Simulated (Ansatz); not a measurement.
Conformers of `O[Si](O)(F)N[SiH2]F`, each relaxed with PBE0-D4/def2-TZVP in Ansatz. CBS adds the triple-zeta coupled-cluster correction to the MP2 limit.

Not all of them had a frequency check.

Conformer A:

```xyz
12

O     1.008    0.304    1.640
Si    0.913   -0.681    0.348
O     2.157   -0.314   -0.622
F     1.011   -2.203    0.807
N    -0.569   -0.536   -0.480
Si   -1.496    0.878   -0.736
F    -2.524    1.126    0.468
H     0.362    0.199    2.340
H     3.007   -0.137   -0.215
H    -0.960   -1.402   -0.824
H    -0.597    2.050   -0.770
H    -2.313    0.716   -1.957
```

Conformer B:

```xyz
12

O    -0.881   -0.169   -2.241
Si    0.100    0.314   -1.046
O     0.395    1.894   -1.308
F     1.480   -0.477   -1.055
N    -0.600   -0.060    0.461
Si    0.033   -0.958    1.775
F     1.002   -0.059    2.681
H    -0.792    0.272   -3.088
H     1.019    2.338   -0.732
H    -1.504    0.361    0.626
H    -1.096   -1.366    2.639
H     0.845   -2.088    1.287
```

(1) Which is lowest in electronic energy at CCSD(T)/CBS (frozen core, def2 sets), and by how much? (Best estimate.)

(2) Give the energies relative to B (kJ/mol) with PBE-D4/def2-TZVPP, PBE/def2-TZVPP, PBE0/def2-TZVPP, MP2/def2-TZVPP, SCS-MP2/def2-QZVPP, MP2/CBS(def2), CCSD/CBS(def2). (Best estimate.)

## Answers

(1) Ansatz gave: B; A lies 0.6 kJ/mol higher. Gaps under about 2 kJ/mol don't settle the order.

(2) The calculation gave: 
```json
{"level": "PBE-D4/def2-TZVPP", "A": "-0.1"}
{"level": "PBE/def2-TZVPP", "A": "0.2"}
{"level": "PBE0/def2-TZVPP", "A": "0.4"}
{"level": "MP2/def2-TZVPP", "A": "0.3"}
{"level": "SCS-MP2/def2-QZVPP", "A": "0.5"}
{"level": "MP2/CBS(def2)", "A": "0.5"}
{"level": "CCSD/CBS(def2)", "A": "0.6"}
```
